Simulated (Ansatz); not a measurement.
(ClMg-mu-F)2 (Mg2Cl2F2). The state is a singlet with charge 0. Geometry r2SCAN-D4/def2-SVP; atoms count from 1.

```xyz
6

Mg   -0.9120   -0.0412    1.1295
Cl   -2.2959   -0.1056    2.8404
F    -0.8973   -0.4104   -0.7408
Mg    0.9132    0.0446   -1.1284
Cl    2.2926    0.1038   -2.8431
F     0.8993    0.4089    0.7424
```

Q: Estimate the Mulliken populations from the PBE0/def2-TZVP orbitals of Ansatz.

A: 
| atom | charge (e) |
| --- | --- |
| Mg1 | 1.06 |
| Cl2 | -0.46 |
| F3 | -0.60 |
| Mg4 | 1.06 |
| Cl5 | -0.46 |
| F6 | -0.60 |
Mulliken values and Mayer orders depend strongly on the basis.

Q: And the Mayer bond orders between bonded heavy atoms (over 0.3)?

A: Mg1–Cl2 1.01 (2.20 Å); Mg1–F3 0.36 (1.91 Å); Mg1–F6 0.36 (1.91 Å); F3–Mg4 0.36 (1.91 Å); Mg4–Cl5 1.01 (2.20 Å); Mg4–F6 0.36 (1.91 Å).
